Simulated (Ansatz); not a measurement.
Ansatz (a quantum-chemistry and plane-wave program) input (HF/aug-cc-pV(Q+d)Z):
A basis named .json is the Basis Set Exchange file of that set.

Ansatz 0.2 input:
```yaml
crystal:
  periodic: [false, false, false]
  atoms:
    - {symbol: Si, position_ang: [0.01238304, -0.00415572, 0.56251173]}
    - {symbol: F, position_ang: [-1.15955259, -0.87669892, -0.27278069]}
    - {symbol: F, position_ang: [-0.19063867, 1.44031404, -0.27699259]}
    - {symbol: F, position_ang: [1.33092876, -0.55715066, -0.32524496]}
basis:
  gaussian:
    orbitals: aug-cc-pV_Q+d_Z.json
hamiltonian:
  xc: hf
total_charge: -1
```

Output:

```
Functional definition: HF
integrals: 0.29 GiB planned
1365 factors; their error is unknown
mean field: 1.78 GiB planned
mean field evaluation 1: about -15989.0486 eV, gradient 1.9e1 eV
mean field evaluation 2: about -15989.8027 eV, gradient 7.4e0 eV
mean field evaluation 4: about -15989.9132 eV, gradient 6.4e-1 eV
mean field evaluation 8: about -15989.9800 eV, gradient 3.2e-1 eV
mean field -15989.98011035 eV, -587.6209306575 hartree, gradient 8.8e-6 eV, S^2 0.000000; 0 other end points of the search recorded, 0 dependent functions left out
reference -15989.98011035 eV, -587.6209306575 hartree; 21, 21 occupied and 308, 308 virtual orbitals, 1365 factors
Total energy: -15989.98011035 eV, -587.6209306575 hartree
```
